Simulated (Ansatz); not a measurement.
`CC(C)(C)C#CC#CC#CC(C)(C)C`. The state is a triplet with charge 0. Geometry PBE-D4/def2-SVP, that of the neutral singlet; atoms count from 1.

```
atom   x (Å)   y (Å)   z (Å)
  C1  -2.253   4.643   1.575
  C2  -2.509   3.951   0.213
  C3  -2.079   4.891  -0.940
  C4  -4.012   3.605   0.075
  C5  -1.722   2.714   0.146
  C6  -1.059   1.670   0.088
  C7  -0.333   0.526   0.027
  C8   0.333  -0.526  -0.029
  C9   1.059  -1.670  -0.091
 C10   1.723  -2.713  -0.148
 C11   2.509  -3.951  -0.214
 C12   1.553  -5.166  -0.129
 C13   3.287  -3.989  -1.552
 C14   3.504  -3.984   0.972
 H15  -1.182   4.896   1.697
 H16  -2.844   5.580   1.637
 H17  -2.551   3.986   2.417
 H18  -2.668   5.830  -0.899
 H19  -1.005   5.149  -0.863
 H20  -2.250   4.414  -1.925
 H21  -4.218   3.106  -0.892
 H22  -4.618   4.534   0.125
 H23  -4.341   2.930   0.889
 H24   0.982  -5.158   0.820
 H25   0.829  -5.161  -0.968
 H26   2.137  -6.108  -0.178
 H27   2.594  -3.962  -2.416
 H28   3.886  -4.921  -1.613
 H29   3.977  -3.125  -1.635
 H30   4.105  -4.916   0.933
 H31   4.197  -3.120   0.934
 H32   2.969  -3.955   1.942
```

At PBE0-D4/def2-SVP a singlet of charge 0 lies 2.94 eV below the triplet at the same geometry.

Question: Estimate the Mulliken populations of the heavy atoms from the PBE0/def2-SVP orbitals of Ansatz.

Answer: 
| atom | charge (e) | spin (α − β) |
| --- | --- | --- |
| C1 | 0.01 | 0.01 |
| C2 | -0.47 | -0.05 |
| C3 | 0.01 | 0.01 |
| C4 | 0.01 | 0.03 |
| C5 | 0.04 | 0.66 |
| C6 | -0.02 | -0.13 |
| C7 | -0.06 | 0.46 |
| C8 | -0.06 | 0.46 |
| C9 | -0.02 | -0.13 |
| C10 | 0.04 | 0.66 |
| C11 | -0.47 | -0.05 |
| C12 | 0.01 | 0.03 |
| C13 | 0.01 | 0.00 |
| C14 | 0.01 | 0.01 |
Mulliken values depend strongly on the basis.

Question: Where does the spin sit?

Answer: Summed by element: C 1.97, H 0.03, of 2 unpaired in all. Largest on single atoms: C10 0.66, C5 0.66, C8 0.46.

Question: And the Mayer bond orders between heavy atoms (over 0.3)?

Answer: C1–C2 1.04 (1.55 Å); C2–C3 1.03 (1.55 Å); C2–C4 1.03 (1.55 Å); C2–C5 0.90 (1.47 Å); C5–C6 2.11 (1.24 Å); C6–C7 1.32 (1.36 Å); C7–C8 1.77 (1.25 Å); C8–C9 1.32 (1.36 Å); C9–C10 2.11 (1.24 Å); C10–C11 0.90 (1.47 Å); C11–C12 1.03 (1.55 Å); C11–C13 1.04 (1.55 Å); C11–C14 1.03 (1.55 Å).
